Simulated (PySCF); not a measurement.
## Ti⁺ (titanium, charge +1): UHF calculation

Configuration: [Ar] 3d2 4p1, one real determinant (an excited configuration). All numbers are calculated (PySCF 2.14, no relativity, point nucleus, in aug-cc-pVTZ (8s7p5d3f2g, 93 functions)).

* Total energy: -848.080404 hartree
* One-electron energy: -1156.0699 hartree
* Hartree (Coulomb) energy: 348.9494 hartree
* Exchange energy: -40.9599 hartree
* Kinetic energy: 848.11992 hartree
* ⟨S²⟩: 3.7526
* ⟨L²⟩: 14.026
* Sum of ⟨r⟩: 17.99 bohr
* Sum of ⟨r²⟩: 35.33 bohr²
* Traceless quadrupole moment −½Σ⟨3z² − r²⟩ along its main axis: -7.40 e·bohr²
* Density at the nucleus (Gaussians lack the cusp): 7080 bohr⁻³
* Spin density at the nucleus: -0.175 bohr⁻³
* Langevin diamagnetic susceptibility: -28.0 ×10⁻⁶ cm³/mol

```tsv
shell	electrons	mean orbital energy (hartree)	spread (hartree)	rms radius, mean of both spins (bohr)
1s α	1	-183.58455	0	0.0812
1s β	1	-183.58322	0	0.0812
2s α	1	-21.74727	0	0.353
2s β	1	-21.71207	0	0.353
2p α	3	-18.11928	0.00228	0.321
2p β	3	-18.08273	0.00159	0.321
3s α	1	-3.24380	0	1.09
3s β	1	-3.10984	0	1.09
3p α	3	-2.18936	0.00141	1.18
3p β	3	-2.02280	0.00778	1.18
3d α	2	-0.76158	0.00421	1.60
4p α	1	-0.34445	0	4.32
```

⟨L²⟩ = 14.03 against 20 for a pure G term, so this real determinant mixes terms.

Spin-orbit constants ζ (cm⁻¹) from the X2C one-electron operator on these orbitals (non-relativistic here): bare nucleus, nucleus screened by l(l+1)(2l+1)/3 electrons, and screened by the Breit-Pauli mean field of the electrons.

```tsv
shell	bare	screened nucleus	mean field
2p	32360	29420	28050
3p	3485	3169	2997
3d	267.3	145.8	125.1
4p	189.7	172.4	161.9
```

To first order the Landé constant is A = 44.76 cm⁻¹, so the lowest level has J = 5/2 and lies 0.0416 eV below the centre of the term. This holds in LS coupling only.
